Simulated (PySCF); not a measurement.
# How the method changes the shape and vibrations of ClFH2NSi cation

Calculated results; nothing here was measured. They come from PySCF 2.14.0, an open-source quantum chemistry program, on an isolated molecule that a program drew, which may never have been made. The molecule is ClFH2NSi cation (charge +1, singlet), drawn as the SMILES string `N[Si+](F)Cl`.

The geometry was optimised and harmonic frequencies were computed with HF and MP2, all in the cc-pV(D+d)Z basis, for the commonest isotopes, with a restricted reference for singlets and an unrestricted one otherwise, and a frozen core in MP2. Each result is a local minimum of its method.

Geometry at the HF minimum:
```xyz
6
ClFH2NSi cation, angstrom
N    -0.7094    1.2048    0.1304
Si   -1.7057    1.5502    1.3524
F    -3.1108    2.0928    0.9871
Cl   -1.2643    1.3326    3.2281
H     0.2245    0.8476    0.2553
H    -0.9663    1.3283   -0.8373
```

Lengths of the bonds as drawn, in Å (atoms numbered as above):
```
   bond     HF    MP2
 N1-Si2  1.614  1.634
 Si2-F3  1.550  1.575
Si2-Cl4  1.939  1.949
  N1-H5  1.008  1.022
  N1-H6  1.009  1.023
```

Rotational constants, in GHz:
```
constant     HF    MP2
       A  7.561  7.337
       B   3.55  3.499
       C  2.416  2.369
```

Harmonic frequencies in cm^-1, each column in rising order, so a row needn't be the same motion in every method:
| rank | HF | MP2 |
|---|---|---|
| 1 | 236 | 226 |
| 2 | 290 | 273 |
| 3 | 327 | 301 |
| 4 | 486 | ? |
| 5 | 629 | 546 |
| 6 | 635 | 616 |
| 7 | 867 | 807 |
| 8 | 1043 | 998 |
| 9 | 1165 | 1112 |
| 10 | 1660 | 1535 |
| 11 | 3716 | 3546 |
| 12 | 3817 | 3658 |

**Estimate the missing MP2 frequency from the HF column.**

A single factor s that minimises the squared misfit of MP2 against s times HF over the other rows is sum(HF x MP2) / sum(HF^2) = 0.9523, with an rms misfit of 24 cm^-1. For rank 4 it gives 0.9523 x 486 = 463 cm^-1. The calculation gives 479 cm^-1, 16 cm^-1 above the estimate. The drawn bonds are on average 1.2 % longer in MP2 than in HF.
